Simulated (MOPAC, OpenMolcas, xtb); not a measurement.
**InHCl2O (SMILES [OH][In]([Cl])[Cl]): the dipole moment, rung by rung**

InHCl2O: 5 atoms, total charge 0, spin state singlet. SMILES: `[OH][In]([Cl])[Cl]`. The coordinates come from a PBE0-D4/def2-TZVP relaxation.

Each level gives the dipole moment (D). The values are calculated.

```csv
level,kind,program,value (D),CPU time
PM7,semi-empirical,MOPAC,1.61,under 2 s
GFN0-xTB,semi-empirical,xtb,1.55,under 2 s
HF/def2-SVP (core potential),Hartree–Fock,OpenMolcas,1.51,8.6 s
SVWN5/def2-SVP (core potential),LDA,OpenMolcas,1.53,20 s
PBE/def2-SVP (core potential),GGA,OpenMolcas,1.52,30 s
TPSS/def2-SVP (core potential),meta-GGA,OpenMolcas,1.58,32 s
BHLYP/def2-SVP (core potential),global hybrid,OpenMolcas,1.47,21 s
```

The values span 1.47 to 1.61 D. Magnitudes only. CPU times are rough (shared hosts, several kinds of processor and program).
